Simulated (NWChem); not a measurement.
System: C2H2Br2; SMILES Br/C=C\Br

Input file for NWChem:

```
start job
memory heap 200 mb stack 900 mb global 1100 mb
geometry units angstroms noautosym nocenter noautoz
  Br    -1.753338     0.000000     0.259846
  C     -0.666422     0.000000    -1.254504
  C      0.666422     0.000000    -1.254504
  Br     1.753338     0.000000     0.259846
  H     -1.215086     0.000000    -2.199027
  H      1.215086     0.000000    -2.199027
end
basis spherical
  * library def2-svp
end
dft
  xc pbe0
  iterations 150
end
cosmo
  do_cosmo_smd true
  solvent water
end
task dft energy
```

NWChem printed, in part:

```
             Northwest Computational Chemistry Package (NWChem) 7.3.0
             --------------------------------------------------------

                             Geometry "geometry" -> ""
                             -------------------------

 Output coordinates in angstroms (scale by  1.889725989 to convert to a.u.)

  No.       Tag          Charge          X              Y              Z
 ---- ---------------- ---------- -------------- -------------- --------------
    1 Br                  35.0000    -1.75333800     0.00000000     0.25984600
    2 C                    6.0000    -0.66642200     0.00000000    -1.25450400
    3 C                    6.0000     0.66642200     0.00000000    -1.25450400
    4 Br                  35.0000     1.75333800     0.00000000     0.25984600
    5 H                    1.0000    -1.21508600     0.00000000    -2.19902700
    6 H                    1.0000     1.21508600     0.00000000    -2.19902700

 Effective nuclear repulsion energy (a.u.)     429.6185487980

                                 NWChem DFT Module
                                 -----------------

 Summary of "ao basis" -> "ao basis" (spherical)
 ------------------------------------------------------------------------------
       Tag                 Description            Shells   Functions and Types
 ---------------- ------------------------------  ------  ---------------------
 Br                         def2-svp                12       32   5s4p3d
 C                          def2-svp                 6       14   3s2p1d
 H                          def2-svp                 3        5   2s1p

 in cosmo_initialize ...
 calling solv_data for solv:h2o

 solvent parameters
 solvname_short: h2o
 solvname_long:  water
 dielec:       78.4000
 dielecinf:     1.7769
 aqueous SMD model solvent descriptors
 dielec:       78.4000
 sola:          0.8200

          ---------------
          -cosmo- solvent
          ---------------
 Cosmo: York-Karplus, doi: 10.1021/jp992097l
 dielectric constant -eps-     =  78.40
 screen = (eps-1)/(eps    )    =   0.98724
 surface charge correction     = lagrangian

   van der Waals surface
 --------------------------

 ---------- ATOMIC COORDINATES (A.U.) ------------ VDWR(ANG.) --
     1   -3.31332839    0.00000000    0.49103774     3.060
     2   -1.25935497    0.00000000   -2.37066881     1.850
     3    1.25935497    0.00000000   -2.37066881     1.850
     4    3.31332839    0.00000000    0.49103774     3.060
     5   -2.29617959    0.00000000   -4.15555847     1.200
     6    2.29617959    0.00000000   -4.15555847     1.200
 number of segments per atom =        128
 number of   points per atom =        128
 atom (   nspa,  nppa )
 ----------------------
    1 (     98,     0 )       0
    2 (     18,     0 )       0
    3 (     18,     0 )       0
    4 (     98,     0 )       0
    5 (     38,     0 )       0
    6 (     38,     0 )       0
 number of -cosmo- surface points =      308
 molecular surface =    189.481 angstrom**2
 molecular volume  =    224.045 angstrom**3
 -lineq- algorithm             =   0
 -bem- low  level              =   3
 -bem- from -octahedral-
 gaussian surface charge width =   4.50000
 degree of switching           =   1.00000
 switching function tolerance  =   0.00010
 atomic radii =
 --------------
    1 35.000  3.060
    2  6.000  1.850
    3  6.000  1.850
    4 35.000  3.060
    5  1.000  1.200
    6  1.000  1.200
 ...... end of -cosmo- initialization ......

 nat:                     6
 ixmem:                  2111
 calling mnsol_interface()
 G(SMD-CDS) energy (kcal/mol)  =     1.121
 SMD-CDS SASA (angstrom**2)    =   135.850

            General Information
            -------------------
          SCF calculation type: DFT
          Wavefunction type:  closed shell.
          No. of atoms     :     6
          No. of electrons :    84
           Alpha electrons :    42
            Beta electrons :    42
          Charge           :     0
          Spin multiplicity:     1
          Use of symmetry is: off; symmetry adaption is: off
          Maximum number of iterations: 150
          AO basis - number of functions:   102
                     number of shells:    42
          Convergence on energy requested:  1.00D-06
          Convergence on density requested:  1.00D-05
          Convergence on gradient requested:  5.00D-04

              XC Information
              --------------
                         PBE0 Method XC Functional
                     Hartree-Fock (Exact) Exchange  0.250
          PerdewBurkeErnzerhof Exchange Functional  0.750
            Perdew 1991 LDA Correlation Functional  1.000 local
           PerdewBurkeErnz. Correlation Functional  1.000 non-local

             Grid Information
             ----------------
          Grid used for XC integration:  medium
          Radial quadrature: Mura-Knowles
          Angular quadrature: Lebedev.
          Tag              B.-S. Rad. Rad. Pts. Rad. Cut. Ang. Pts.
          ---              ---------- --------- --------- ---------
          Br                  1.15      112          10.0       590
          C                   0.70       49           8.0       434
          H                   0.35       45          10.0       434
          Grid pruning is: on
          Number of quadrature shells:   412
          Spatial weights used:  Erf1

      Superposition of Atomic Density Guess
      -------------------------------------

 Sum of atomic energies:       -5220.41979612

      Non-variational initial energy
      ------------------------------

 Total energy =   -5221.967928
 1-e energy   =   -8122.797478
 2-e energy   =    2471.211002
 HOMO         =      -0.262049
 LUMO         =       0.033124

   convergence    iter        energy       DeltaE   RMS-Dens  Diis-err
 ---------------- ----- ----------------- --------- --------- ---------
     COSMO gas phase
 d= 0,ls=0.0,diis     1  -5224.2730394805 -5.65D+03  1.05D-02  4.68D-01
 d= 0,ls=0.0,diis     2  -5224.2549161878  1.81D-02  7.92D-03  5.22D-01
 d= 0,ls=0.0,diis     3  -5224.3200564411 -6.51D-02  1.90D-03  4.15D-02
 d= 0,ls=0.0,diis     4  -5224.3261277447 -6.07D-03  2.49D-04  5.37D-04
 d= 0,ls=0.0,diis     5  -5224.3261977115 -7.00D-05  5.97D-05  4.66D-05
  Resetting Diis
 d= 0,ls=0.0,diis     6  -5224.3262025265 -4.82D-06  8.07D-06  8.38D-07
 d= 0,ls=0.0,diis     7  -5224.3262025926 -6.61D-08  3.02D-06  4.47D-08

   convergence    iter        energy       DeltaE   RMS-Dens  Diis-err
 ---------------- ----- ----------------- --------- --------- ---------
     COSMO solvation phase
 d= 0,ls=0.0,diis     1  -5224.3278013066 -1.60D-03  1.34D-03  1.67D-03
 d= 0,ls=0.0,diis     2  -5224.3283303280 -5.29D-04  3.48D-04  4.18D-04
 d= 0,ls=0.0,diis     3  -5224.3283791756 -4.88D-05  1.20D-04  1.67D-04
 d= 0,ls=0.0,diis     4  -5224.3283981026 -1.89D-05  3.33D-05  1.24D-05
 d= 0,ls=0.0,diis     5  -5224.3283996270 -1.52D-06  8.79D-06  1.01D-06
 d= 0,ls=0.0,diis     6  -5224.3283997621 -1.35D-07  1.59D-06  2.21D-08

         Total DFT energy =    -5224.328399762146
      One electron energy =    -8124.443593770294
           Coulomb energy =     2664.091673295104
    Exchange-Corr. energy =     -193.554575345066
 Nuclear repulsion energy =      429.618548797981

             COSMO energy =       -0.040452739871

 Numeric. integr. density =       84.000006479618

                                COSMO-SMD solvation results
                                ---------------------------

             internal energy in gas <Psi(g)|H|Psi(g)> =     -5224.326202592573
         internal energy in solvent <Psi(s)|H|Psi(s)> =     -5224.325469373292
                               delta internal energy  =         0.000733219281 (    0.46 kcal/mol)
   total free energy in solvent <Psi(s)|H+V/2|Psi(s)> =     -5224.330186869352
 polarization energy contribution <Psi(s)|V/2|Psi(s)> =        -0.004717496060 (   -2.96 kcal/mol)
    total free energy in solvent including G(SMD-CDS) =     -5224.328399762146
                       G(SMD-CDS) energy contribution =         0.001787107207 (    1.12 kcal/mol)
     1 M fixed-concentration free energy of solvation =        -0.002197169572 (   -1.38 kcal/mol)

                       DFT Final Molecular Orbital Analysis
                       ------------------------------------

 Vector   40  Occ=2.000000D+00  E=-3.160946D-01
              MO Center=  2.1D-07,  1.6D-08,  9.4D-02, r^2= 4.5D+00
   Bfn.  Coefficient  Atom+Function         Bfn.  Coefficient  Atom+Function
  ----- ------------  ---------------      ----- ------------  ---------------
    15      0.351399  1 Br px                75     -0.351399  4 Br px
    12      0.297161  1 Br px                72     -0.297161  4 Br px
    17      0.219520  1 Br pz                77      0.219520  4 Br pz
    14      0.203958  1 Br pz                74      0.203958  4 Br pz
     9     -0.197236  1 Br px                69      0.197236  4 Br px

 Vector   41  Occ=2.000000D+00  E=-2.970990D-01
              MO Center= -2.2D-07, -1.3D-08,  1.7D-01, r^2= 4.7D+00
   Bfn.  Coefficient  Atom+Function         Bfn.  Coefficient  Atom+Function
  ----- ------------  ---------------      ----- ------------  ---------------
    15      0.319766  1 Br px                75      0.319766  4 Br px
    12      0.298047  1 Br px                72      0.298046  4 Br px
    17      0.292536  1 Br pz                77     -0.292536  4 Br pz
    14      0.260407  1 Br pz                74     -0.260407  4 Br pz
     9     -0.195142  1 Br px                69     -0.195142  4 Br px

 Vector   42  Occ=2.000000D+00  E=-2.594886D-01
              MO Center= -3.4D-08, -2.7D-09, -3.8D-01, r^2= 3.9D+00
   Bfn.  Coefficient  Atom+Function         Bfn.  Coefficient  Atom+Function
  ----- ------------  ---------------      ----- ------------  ---------------
    16      0.374886  1 Br py                76      0.374886  4 Br py
    37     -0.301620  2 C  py                51     -0.301620  3 C  py
    13      0.298838  1 Br py                73      0.298838  4 Br py
    40     -0.209929  2 C  py                54     -0.209929  3 C  py
    10     -0.197120  1 Br py                70     -0.197120  4 Br py

 Vector   43  Occ=0.000000D+00  E=-1.247136D-02
              MO Center=  1.9D-08,  2.1D-09, -1.0D+00, r^2= 2.7D+00
   Bfn.  Coefficient  Atom+Function         Bfn.  Coefficient  Atom+Function
  ----- ------------  ---------------      ----- ------------  ---------------
    40      0.628071  2 C  py                54     -0.628071  3 C  py
    37      0.431907  2 C  py                51     -0.431907  3 C  py
    16     -0.238070  1 Br py                76      0.238070  4 Br py
    13     -0.122842  1 Br py                73      0.122842  4 Br py
    10      0.080934  1 Br py                70     -0.080934  4 Br py

 Vector   44  Occ=0.000000D+00  E= 1.499982D-03
              MO Center= -1.4D-07,  3.3D-09, -2.2D-01, r^2= 4.4D+00
   Bfn.  Coefficient  Atom+Function         Bfn.  Coefficient  Atom+Function
  ----- ------------  ---------------      ----- ------------  ---------------
    17      0.578152  1 Br pz                77      0.578152  4 Br pz
    35      0.557835  2 C  s                 49      0.557835  3 C  s
     5     -0.418835  1 Br s                 65     -0.418835  4 Br s
    15     -0.401716  1 Br px                75      0.401716  4 Br px
    41      0.346655  2 C  pz                55      0.346655  3 C  pz

 Vector   45  Occ=0.000000D+00  E= 5.535182D-02
              MO Center=  1.2D-07, -5.1D-09, -5.2D-01, r^2= 5.2D+00
   Bfn.  Coefficient  Atom+Function         Bfn.  Coefficient  Atom+Function
  ----- ------------  ---------------      ----- ------------  ---------------
    35      1.174558  2 C  s                 49     -1.174558  3 C  s
    17      0.549583  1 Br pz                77     -0.549583  4 Br pz
    94     -0.549114  5 H  s                 99      0.549114  6 H  s
     5     -0.448311  1 Br s                 65      0.448311  4 Br s
    15     -0.421839  1 Br px                75     -0.421839  4 Br px

     Multipole analysis of the density
     ---------------------------------

     L   x y z        total         alpha         beta         nuclear
     -   - - -        -----         -----         ----         -------
     0   0 0 0     -0.000000    -42.000000    -42.000000     84.000000

     1   1 0 0      0.000000      0.000000      0.000000      0.000000
     1   0 1 0      0.000000      0.000000      0.000000      0.000000
     1   0 0 1     -0.846376      0.770063      0.770063     -2.386501

     2   2 0 0    -35.751963   -416.899347   -416.899347    798.046730
     2   1 1 0     -0.000000     -0.000000     -0.000000      0.000000
     2   1 0 1     -0.000000     -0.000000     -0.000000      0.000000
     2   0 2 0    -37.145970    -18.572985    -18.572985      0.000000
     2   0 1 1     -0.000000     -0.000000     -0.000000      0.000000
     2   0 0 2    -30.601825    -74.729135    -74.729135    118.856444
```

Level: PBE0/def2-SVP, SMD on the gas-phase geometry. Structure relaxed at the PBE0/def2-SVP level. Solvent: water.
